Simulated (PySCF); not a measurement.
Radial density of Fe¹⁵⁺ (iron, charge +15)

B97-3, [Ne] 3s1, 2S determinant. All numbers are calculated (PySCF 2.14, scalar relativity by spin-free X2C-1e, in an uncontracted even-tempered set (18 s from 1.1 bohr⁻², ratio 2.5; 11 p from 1.4 bohr⁻², ratio 2.5; 5 d from 5.7 bohr⁻², ratio 2.7; 4 f from 8.5 bohr⁻², ratio 2.7)).

| r (bohr) | 4πr²ρ (e/bohr) | 4πr²(ρα − ρβ) |
| --- | --- | --- |
| 0.000852 | 0.1516 | 0.0015 |
| 0.00143 | 0.3905 | 0.0038 |
| 0.00241 | 0.9862 | 0.0096 |
| 0.00405 | 2.416 | 0.0234 |
| 0.00682 | 5.614 | 0.0539 |
| 0.0115 | 11.90 | 0.1121 |
| 0.0193 | 21.60 | 0.1917 |
| 0.0324 | 30.25 | 0.2190 |
| 0.0546 | 28.95 | 0.0799 |
| 0.0918 | 23.15 | 0.0455 |
| 0.154 | 31.16 | 0.5890 |
| 0.260 | 26.53 | 0.2084 |
| 0.437 | 6.100 | 0.7987 |
| 0.735 | 1.828 | 1.7318 |
| 1.24 | 0.1201 | 0.1200 |
| 2.08 | 0.0003219 | 0.0003 |

Densities and radii are taken from the X2C orbitals without a picture-change correction, which distorts them close to the nucleus.
